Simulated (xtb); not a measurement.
lutetium atom (Lu), doublet (GFN-xTB shapes and energies of metal compounds can be far from the true ones); GFN2-xTB (xtb 6.7.1).

Input for xtb:
```
$ xtb mol.xyz --gfn 2 --uhf 1 --hess --json

# file mol.xyz
1

Lu     0.00000000     0.00000000     0.00000000
```

The log (banner, timings and long lists left out):

```
   ID    Z sym.   atoms
    1   71 Lu     1

           -------------------------------------------------
          |                Calculation Setup                |
           -------------------------------------------------

           -------------------------------------------------
          |                 G F N 2 - x T B                 |
           -------------------------------------------------

          ...................................................
          :                      SETUP                      :
          :.................................................:
          :  # basis functions                  10          :
          :  # atomic orbitals                   9          :
          :  # shells                            3          :
          :  # electrons                         3          :
          :  max. iterations                   250          :
          :  Hamiltonian                  GFN2-xTB          :
          :  restarted?                      false          :
          :  GBSA solvation                  false          :
          :  PC potential                    false          :
          :  electronic temp.          300.0000000     K    :
          :  accuracy                    1.0000000          :
          :  -> integral cutoff          0.2500000E+02      :
          :  -> integral neglect         0.1000000E-07      :
          :  -> SCF convergence          0.1000000E-05 Eh   :
          :  -> wf. convergence          0.1000000E-03 e    :
          :  Broyden damping             0.4000000          :
          :  net charge                          0          :
          :  unpaired electrons                  1          :
          ...................................................

 iter      E             dE          RMSdq      gap      omega  full diag
   1     -0.8196940 -0.819694E+00  0.141E+01    0.00       0.0  T
   2     -0.8196940  0.000000E+00  0.113E+01    0.00       0.0  T
   3     -0.8196940  0.000000E+00  0.871E+00    0.00       0.0  T
   4     -0.8196940  0.000000E+00  0.697E+00    0.00       0.0  T
   5     -0.8196940  0.000000E+00  0.558E+00    0.00       0.0  T
   6     -0.8196940  0.000000E+00  0.446E+00    0.00       0.0  T
   7     -0.8196940  0.000000E+00  0.357E+00    0.00       0.0  T
   8     -0.8196940  0.000000E+00  0.285E+00    0.00       0.0  T
   9     -0.8196940 -0.222045E-15  0.228E+00    0.00       0.0  T
  10     -0.8196940 -0.222045E-15  0.183E+00    0.00       0.0  T
  11     -0.8196940 -0.111022E-15  0.141E+00    0.00       0.0  T
  12     -0.8196940  0.000000E+00  0.103E+00    0.00       0.0  T
  13     -0.8196940  0.000000E+00  0.720E-01    0.00       0.0  T
  14     -0.8196940 -0.111022E-15  0.576E-01    0.00       0.0  T
  15     -0.8196940 -0.222045E-15  0.461E-01    0.00       0.0  T
  16     -0.8196940 -0.111022E-15  0.355E-01    0.00       0.0  T
  17     -0.8196940  0.000000E+00  0.261E-01    0.00       0.0  T
  18     -0.8196940 -0.111022E-15  0.182E-01    0.00       0.0  T
  19     -0.8196940  0.111022E-15  0.145E-01    0.00       0.0  T
  20     -0.8196940 -0.111022E-15  0.112E-01    0.00       0.0  T
  21     -0.8196940  0.000000E+00  0.895E-02    0.00       0.0  T
  22     -0.8196940  0.000000E+00  0.689E-02    0.00       0.0  T
  23     -0.8196940  0.000000E+00  0.551E-02    0.00       0.0  T
  24     -0.8196940  0.000000E+00  0.441E-02    0.00       0.0  T
  25     -0.8196940  0.000000E+00  0.353E-02    0.00       0.0  T
  26     -0.8196940  0.000000E+00  0.282E-02    0.00       0.0  T
  27     -0.8196940  0.000000E+00  0.226E-02    0.00       0.0  T
  28     -0.8196940  0.000000E+00  0.181E-02    0.00       0.0  T
  29     -0.8196940  0.000000E+00  0.144E-02    0.00       0.0  T
  30     -0.8196940  0.000000E+00  0.116E-02    0.00       0.0  T
  31     -0.8196940  0.000000E+00  0.925E-03    0.00       0.0  T
  32     -0.8196940  0.000000E+00  0.740E-03    0.00       0.0  T
[...]
         :: total energy              -0.819694009197 Eh    ::
[...]
  q+dip:        0.000       0.000       0.000       0.000       0.000       0.000
   full:        0.000       0.000       0.000       0.000       0.000       0.000

           -------------------------------------------------
          |               Frequency Printout                |
           -------------------------------------------------
 vibrational frequencies (cm⁻¹)
eigval :        0.08     0.08     0.08
 reduced masses (amu)
   1:  0.00   2:  0.00   3:  0.00
 IR intensities (km·mol⁻¹)
   1:  0.00   2:  0.00   3:  0.00
 Raman intensities (Ä⁴*amu⁻¹)
   1:  0.00   2:  0.00   3:  0.00
 output can be read by thermo (or use thermo option).
 writing <g98.out> molden fake output.
 recommended (thermochemical) frequency scaling factor: 1.0
           -------------------------------------------------
          |             Thermodynamic Functions             |
           -------------------------------------------------

Kh  symmetry found (for desy threshold:  0.10E+00) used in thermo

          ...................................................
          :                      SETUP                      :
          :.................................................:
          :  # frequencies                           0      :
          :  # imaginary freq.                       0      :
          :  linear?                              true      :
          :  only rotor calc.                     true      :
          :  symmetry                               Kh      :
          :  rotational number                       1      :
          :  scaling factor                  1.0000000      :
          :  rotor cutoff                   50.0000000 cm⁻¹ :
          :  imag. cutoff                  -20.0000000 cm⁻¹ :
          :.................................................:

    mode    ω/cm⁻¹     T·S(HO)/kcal·mol⁻¹    T·S(FR)/kcal·mol⁻¹   T·S(vib)
   ------------------------------------------------------------------------
   ------------------------------------------------------------------------

   temp. (K)  partition function   enthalpy   heat capacity  entropy
                                   cal/mol     cal/K/mol   cal/K/mol   J/K/mol
 298.15  VIB   1.00                    0.000      0.000      0.000
         ROT   1.00                    0.000      0.000      0.000
         INT   1.00                    0.000      0.000      0.000
         TR   0.224E+28             1481.254      4.968     41.367
         TOT                        1481.2539     4.9681    41.3668   173.0785

       T/K    H(0)-H(T)+PV         H(T)/Eh          T*S/Eh         G(T)/Eh
   ------------------------------------------------------------------------
    298.15    0.236053E-02    0.236053E-02    0.196547E-01   -0.172942E-01
   ------------------------------------------------------------------------

         :::::::::::::::::::::::::::::::::::::::::::::::::::::
         ::                  THERMODYNAMIC                  ::
         :::::::::::::::::::::::::::::::::::::::::::::::::::::
         :: total free energy          -0.836988163738 Eh   ::
         ::.................................................::
         :: total energy               -0.819694009197 Eh   ::
         :: zero point energy           0.000000000000 Eh   ::
         :: G(RRHO) w/o ZPVE           -0.017294154542 Eh   ::
         :: G(RRHO) contrib.           -0.017294154542 Eh   ::
         :::::::::::::::::::::::::::::::::::::::::::::::::::::

           -------------------------------------------------
          | TOTAL ENERGY               -0.819694009197 Eh   |
          | TOTAL ENTHALPY             -0.817333480817 Eh   |
          | TOTAL FREE ENERGY          -0.836988163738 Eh   |
          | GRADIENT NORM               0.000000000000 Eh/α |
          | HOMO-LUMO GAP               0.000000000000 eV   |
           -------------------------------------------------

normal termination of xtb
```
